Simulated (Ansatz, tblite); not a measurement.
Cost and result up the ladder for `CC(=O)SCCCCc1c(F)c(F)c(F)c(F)c1F` (30 atoms). The state is a singlet with charge 0. Geometry: PBE-D4/def2-SVP.

```xyz
30

C    -2.437   -0.506    3.891
C    -1.510    0.273    2.983
O    -1.850    0.792    1.936
S     0.187    0.327    3.597
C     0.959    1.227    2.207
C     1.251    0.345    0.995
C     1.904    1.127   -0.148
C     2.138    0.288   -1.420
C     0.859   -0.238   -2.026
C     0.395   -1.537   -1.764
F     1.118   -2.357   -0.983
C    -0.811   -2.021   -2.297
F    -1.224   -3.264   -2.034
C    -1.594   -1.178   -3.103
F    -2.746   -1.621   -3.611
C    -1.161    0.130   -3.379
F    -1.904    0.931   -4.148
C     0.050    0.582   -2.831
F     0.442    1.839   -3.098
H    -3.479   -0.182    3.713
H    -2.170   -0.381    4.959
H    -2.358   -1.587    3.647
H     1.881    1.681    2.625
H     0.260    2.044    1.936
H     1.896   -0.509    1.293
H     0.290   -0.088    0.646
H     1.273    2.004   -0.409
H     2.882    1.538    0.185
H     2.659    0.911   -2.175
H     2.800   -0.570   -1.187
```

Ansatz on 2 threads of AMD EPYC 7R13 on a shared host and a share (18 GiB) of an NVIDIA H100 80GB HBM3; xTB runs through tblite on one thread. Times are rough, summed over both states, and most runs start from the orbitals of an earlier one. PBE0-D4/def2-TZVP serves as the yardstick here, not as an exact answer. The other state is a triplet.

The xTB rows come from tblite. Single mean-field runs in def2-TZVP are fitted with def2-universal-jkfit.

xTB has no spin-polarisation term.

```tsv
level	functions	wall time	vertical triplet (eV)	difference from PBE0-D4/def2-TZVP (eV)
GFN2-xTB	92	0.12 s	3.92	-0.17
GFN1-xTB	103	0.17 s	4.16	0.07
PBE-D4/def2-TZVP	661	17 s	4.07	-0.02
PBE0-D4/def2-TZVP (with forces)	661	18 s	4.09	0.00
```
